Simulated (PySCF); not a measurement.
Ground-state electric properties of a mixed set of molecules.

All values: B3LYP/def2-SVPD (PySCF) at PBE0-D3(BJ)/def2-SVP geometries, gas phase, one conformer each. Core orbitals are frozen in the response; Δα² is half the sum of the squared differences of the principal polarisabilities. The calculation is non-relativistic, for gallium and germanium too.

Question: Rank by dipole moment, highest first.
A. `[CH2:1]=[CH:2][CH2:3][P@:4](=[CH2:5])([PH2:6])[CH2:7][CH3:8]` with C1–C2–C3–P4 -108°, C2–C3–P4–C5 172°, C3–P4–P6–H 53° and 148°, C3–P4–C7–C8 167°
B. `ClC1=CC=[N+]([GaH3-])C=C1`
C. `[F:1][C:2]([F:3])([F:4])[CH2:5][N:6]1[BH:7][NH:8][BH:9][NH:10][BH:11]1` with C2–C5–N6–B7 89°
D. `FC(F)(F)C1=[CH][GeH2][CH]=C1`

Answer: B (5.37 D), D (2.49 D), C (2.30 D), A (2.11 D).

Question: Rank by HOMO energy, highest first.
A. `FC(F)(F)CN1BNBNB1`
B. `FC(F)(F)C1=[CH][GeH2][CH]=C1`
C. `C=CC[P@](=C)(P)CC`

Answer: C (-4.74 eV), B (-7.17 eV), A (-7.97 eV).

Question: Rank by HOMO–LUMO gap, highest first.
A. `FC(F)(F)C1=[CH][GeH2][CH]=C1`
B. `C=CC[P@](=C)(P)CC`
C. `FC(F)(F)CN1BNBNB1`
D. `Clc1cc[n+]([GaH3-])cc1`

Answer: C (7.65 eV), A (4.99 eV), D (4.65 eV), B (4.05 eV).

All values together:

```json
{"SMILES": "C=CC[P@](=C)(P)CC", "formula": "C6H14P2", "μ (D)": "2.11", "HOMO (eV)": "-4.74", "LUMO (eV)": "-0.69", "α (Å³)": "19.92", "Δα (Å³)": "5.65", "electrons": "80", "α per electron (Å³)": "0.249", "ΔSCF removal energy (eV)": "6.59"}
{"SMILES": "FC(F)(F)CN1BNBNB1", "formula": "C2H7B3F3N3", "μ (D)": "2.30", "HOMO (eV)": "-7.97", "LUMO (eV)": "-0.32", "α (Å³)": "12.93", "Δα (Å³)": "5.31", "electrons": "82", "α per electron (Å³)": "0.158", "ΔSCF removal energy (eV)": "–"}
{"SMILES": "Clc1cc[n+]([GaH3-])cc1", "formula": "C5H7ClGaN", "μ (D)": "5.37", "HOMO (eV)": "-7.10", "LUMO (eV)": "-2.44", "α (Å³)": "17.19", "Δα (Å³)": "10.04", "electrons": "92", "α per electron (Å³)": "0.187", "ΔSCF removal energy (eV)": "9.26"}
{"SMILES": "FC(F)(F)C1=[CH][GeH2][CH]=C1", "formula": "C5H5F3Ge", "μ (D)": "2.49", "HOMO (eV)": "-7.17", "LUMO (eV)": "-2.18", "α (Å³)": "13.07", "Δα (Å³)": "5.74", "electrons": "94", "α per electron (Å³)": "0.139", "ΔSCF removal energy (eV)": "9.25"}
```

Conformers: `[CH2:1]=[CH:2][CH2:3][P@:4](=[CH2:5])([PH2:6])[CH2:7][CH3:8]` with C1–C2–C3–P4 -108°, C2–C3–P4–C5 172°, C3–P4–P6–H 53° and 148°, C3–P4–C7–C8 167°; `[F:1][C:2]([F:3])([F:4])[CH2:5][N:6]1[BH:7][NH:8][BH:9][NH:10][BH:11]1` with C2–C5–N6–B7 89°.

A dash marks a removal energy that wasn't run or isn't settled.
